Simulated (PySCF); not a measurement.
PySCF 2.14 output of an unrestricted MN15 calculation on a single atom or ion in x2c-TZVPPall (11s7p7d4f2g, 113 functions), with scalar relativity by spin-free X2C-1e:

```
SCF conv_tol = 1e-09
number electrons alpha = 34  beta = 27
    H. S. Yu, X. He, S. L. Li, and D. G. Truhlar.,  Chem. Sci. 7, 5032-5051 (2016)
    H. S. Yu, X. He, S. L. Li, and D. G. Truhlar.,  Chem. Sci. 7, 5032-5051 (2016)
cycle= 1 E= -10026.7136045085  delta_E= -0.139  |g|= 0.269  |ddm|= 1.31
cycle= 2 E= -10026.7151399017  delta_E= -0.00154  |g|= 0.277  |ddm|= 0.663
cycle= 3 E= -10026.7230528978  delta_E= -0.00791  |g|= 0.0464  |ddm|= 0.174
cycle= 4 E= -10026.72340351  delta_E= -0.000351  |g|= 0.00542  |ddm|= 0.082
cycle= 5 E= -10026.7234816463  delta_E= -7.81e-05  |g|= 0.00255  |ddm|= 0.0237
cycle= 6 E= -10026.7235525591  delta_E= -7.09e-05  |g|= 0.00337  |ddm|= 0.0165
cycle= 7 E= -10026.7233122935  delta_E= 0.00024  |g|= 0.00522  |ddm|= 0.0689
cycle= 8 E= -10026.7232450765  delta_E= 6.72e-05  |g|= 0.00902  |ddm|= 0.0514
cycle= 9 E= -10026.7232328073  delta_E= 1.23e-05  |g|= 0.0117  |ddm|= 0.00959
cycle= 10 E= -10026.7232540813  delta_E= -2.13e-05  |g|= 0.00841  |ddm|= 0.0424
cycle= 11 E= -10026.7232677886  delta_E= -1.37e-05  |g|= 0.00406  |ddm|= 0.0157
cycle= 12 E= -10026.7232685653  delta_E= -7.77e-07  |g|= 0.00317  |ddm|= 0.0154
cycle= 13 E= -10026.7232708311  delta_E= -2.27e-06  |g|= 0.000199  |ddm|= 0.00591
cycle= 14 E= -10026.7232708274  delta_E= 3.74e-09  |g|= 0.000179  |ddm|= 0.000996
cycle= 15 E= -10026.7232708346  delta_E= -7.25e-09  |g|= 5.99e-06  |ddm|= 0.000344
cycle= 16 E= -10026.7232708348  delta_E= -1.87e-10  |g|= 4.31e-06  |ddm|= 3.1e-05
converged SCF energy = -10026.7232708348  <S^2> = 15.750775  2S+1 = 8.0001938
```

The run itself started from symmetry-adapted Hartree-Fock orbitals and held the occupation by maximum overlap, on a logarithmic radial grid, so the iterations belong to that start.

Question: Which element, charge and spin multiplicity is this?

Answer: Pm (promethium, neutral), multiplicity 8; the state was [Xe] 4f5 6s1 6p1, one real determinant (an excited configuration).

⟨L²⟩ = 26.00 against 42 for a pure I term, so this real determinant mixes terms. Spin-orbit coupling, absent here, splits the open shell strongly.
